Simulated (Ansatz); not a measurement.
A nudged elastic band was laid between two geometries of CH6Sn + ClH (10 atoms, charge 0, multiplicity 1).

Computed with RHF/def2-SVP in Ansatz.

```
movable images  : 7
climbing image  : yes
spring          : 5.0 eV/Å²
optimiser       : quadratic models (default)
start path      : through a guess of the saddle point
force threshold : 0.05 eV/Å
iteration limit : 60
end points      : relaxed
```

First end point:

```xyz
10
Properties=species:S:1:pos:R:3
Sn -0.181 -0.248 0.146
C -0.404 -0.347 2.294
H -1.455 -0.461 2.560
H 0.150 -1.198 2.692
H -0.023 0.567 2.747
H 1.472 -0.030 -0.262
H -1.087 1.051 -0.501
H -0.721 -1.709 -0.571
Cl 1.736 3.214 1.804
H 2.707 2.468 1.459
```

Last end point:

```xyz
10
Properties=species:S:1:pos:R:3
Sn 0.532 0.448 -1.394
C -0.199 0.119 3.745
H -1.241 0.105 3.425
H 0.146 -0.904 3.901
H -0.115 0.675 4.679
H 1.177 0.796 -2.928
H -1.057 1.025 -1.215
H 0.680 -1.196 -0.988
Cl 1.859 1.642 0.162
H 0.413 0.598 2.981
```

**Question.** Which bonds break or form, and what moves?

**Answer.** Bonds broken: Sn1–C2, Cl9–H10. Bonds formed: Sn1–Cl9, C2–H10. CH6Sn + ClH becomes CH4 + ClH3Sn.

**Question.** Give the energies along the band, and the barrier.

**Answer.** It converged. The highest image is number 3 of 0 to 8, 1.97 eV above the first end and 3.36 eV above the last; the last end lies 1.39 eV below the first. Neighbouring images differ by up to 2.0 eV, so the band resolves the path poorly. A vibrational analysis at the climbing image gives one clearly imaginary mode, 1503i cm⁻¹: a first-order saddle point. The orbitals stay closed-shell, which can raise the energy where a bond breaks towards radicals; this wasn't checked here.

```tsv
image	path coordinate (Å)	energy (eV)	Sn1–C2 (Å)	Cl9–H10 (Å)	Sn1–Cl9 (Å)
0	0.00	0.00	2.16	1.27	4.29
1	1.16	0.05	2.17	1.27	4.07
2	2.33	0.32	2.19	1.27	3.60
3	3.49	1.97	2.38	1.67	3.02
4	4.75	-0.06	3.05	2.18	2.48
5	6.02	-1.18	3.76	2.57	2.38
6	7.28	-1.37	4.51	3.18	2.37
7	8.54	-1.39	4.78	3.33	2.37
8	9.80	-1.39	5.20	3.34	2.37
```

**Question.** What is the geometry of the highest image?

**Answer.** 
```xyz
10
Properties=species:S:1:pos:R:3
Sn 0.158 0.123 -0.011
C 0.015 0.050 2.362
H -1.068 -0.062 2.380
H 0.509 -0.918 2.449
H 0.284 0.617 3.257
H 1.747 -0.096 -0.534
H -0.821 1.336 -0.653
H -0.677 -1.378 -0.075
Cl 1.420 2.510 1.344
H 0.629 1.127 1.850
```

Run time: 6.1 min on 1 thread of Intel(R) Xeon(R) Platinum 8488C (Sapphire Rapids), on a shared host, peak memory 0.21 GiB.
